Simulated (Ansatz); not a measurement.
`Cl[SiH2]BBr` + H–F → `FB[SiH2]Cl` + HBr at 500 K and 1 bar (ligand exchange at a B–Br bond).

Program: Ansatz. Geometries: PBE0-D4/def2-TZVP. ΔE: electronic, gas phase. CBS: MP2 limit from def2 TZ/QZ plus the TZ coupled-cluster correction, frozen cores. This one scheme is used for every species. For Br outer-core shells are correlated without core-valence functions, which leaves a few kJ/mol of doubt a bond. Scalar relativity is left out up to krypton. One conformer a species, not always the lowest.

| species | CCSD(T)/CBS energy (Eh) | H − E (kJ/mol) | S (J/(mol·K)) |
| --- | --- | --- | --- |
| `Cl[SiH2]BBr` | -3348.83281 | 122.4 | 404.7 |
| H–F | -100.39570 | 39.4 | 188.7 |
| `FB[SiH2]Cl` | -875.32301 | 125.4 | 375.9 |
| HBr | -2573.91920 | 30.5 | 213.7 |

H − E and S are ideal-gas, rigid-rotor, harmonic terms from PBE0-D4/def2-TZVP, for one conformer and one mirror image of each species. 1 Eh = 2625.50 kJ/mol, R = 8.31446 J/(mol·K).

Q: By hand: ΔE, ΔH, ΔS and ΔG.

A: ΔE = (-875.32301) + (-2573.91920) − (-3348.83281) − (-100.39570) = -0.01370 Eh = -36.0 kJ/mol. Δ(H − E) = 125.4 + 30.5 − 122.4 − 39.4 = -5.9, so ΔH = -41.9 kJ/mol. ΔS = 375.9 + 213.7 − 404.7 − 188.7 = -3.8 J/(mol·K). ΔG = -41.9 − 500 × (-3.8)/1000 = -40.0 kJ/mol.

Q: By hand: the equilibrium constant, and the temperature at which ΔG would vanish if ΔH and ΔS stayed fixed.

A: log₁₀ K = −ΔG/(RT ln 10) = 4.2. ΔG = 0 at ΔH/ΔS = 11026 K, far beyond where these terms or the molecules hold.

The number of gas molecules stays the same, so ΔS is small and ΔH decides. A doubt of 5 kJ/mol in ΔE shifts log₁₀ K by 0.5 here. Other conformers and mirror images would add mixing entropy, several J/(mol·K) or more a flexible species. Modes under 60 cm⁻¹, often nearly free rotors, make the harmonic entropy too high. These are equilibria of isolated gas molecules and say nothing of rates. Largest T1 diagnostic: 0.012 (customary marks: 0.02 for closed shells, 0.045 for open ones).
